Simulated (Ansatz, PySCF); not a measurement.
C3H6BF. Atoms are numbered in the order given.

```xyz
11

B     -0.3586     0.9001     0.9159
C      0.4474    -0.3230     0.3443
C     -0.3586    -1.2194    -0.5529
C     -0.0827    -1.4835    -1.8422
H      0.7383    -0.8861     1.2693
H      1.3968     0.0032    -0.1299
H     -1.2647    -1.6647    -0.1021
H      0.8059    -1.0607    -2.3405
H     -0.7343    -2.1339    -2.4459
F      0.2618     2.0611     1.1400
H     -1.5420     0.8478     1.2149
```
Charge 0, spin multiplicity 1.

Geometry: PBE-D3(BJ)/def2-SVP. The structure was generated by enumeration, and PubChem lists no compound with its InChIKey, so it may never have been made. One conformer was computed; it need not be the lowest.

Vertical ionisation energy (IE) and electron affinity (EA) in eV. Rows of orbital energies are one-electron estimates. Where ΔSCF, EOM or ADC give a negative EA the extra electron is unbound and the value depends on the basis.

| level | IE | EA |
|---|---|---|
| −ε(HOMO), −ε(LUMO), B3LYP/def2-TZVP (PySCF) | 7.13 | 0.93 |
| −ε(HOMO), −ε(LUMO), PBE/def2-TZVP (PySCF) | 6.20 | 1.72 |
| ΔSCF, CAM-B3LYP/def2-SVPD (Ansatz), final states of multiplicity 2 and 2 | (withheld) | (withheld) |
| ΔSCF, PBE/def2-SVPD (Ansatz), final states of multiplicity 2 and 2 | 9.39 | -0.93 |

Task: Fill in the missing entries. (The exact figures need the calculation; the answer reports its results.)

Result: 
- ΔSCF, CAM-B3LYP/def2-SVPD (Ansatz, a program for electronic structure), final states of multiplicity 2 and 2, IE: 9.69
- ΔSCF, CAM-B3LYP/def2-SVPD (Ansatz), final states of multiplicity 2 and 2, EA: -1.17

Task: What vertical singlet–triplet gap does ΔSCF give with CAM-B3LYP/def2-SVPD (Ansatz) and with PBE/def2-SVPD (Ansatz)? (An estimate is asked for; the answer gives what the named calculation found.)

Result: 4.22 and 4.22 eV (triplet above singlet where positive).
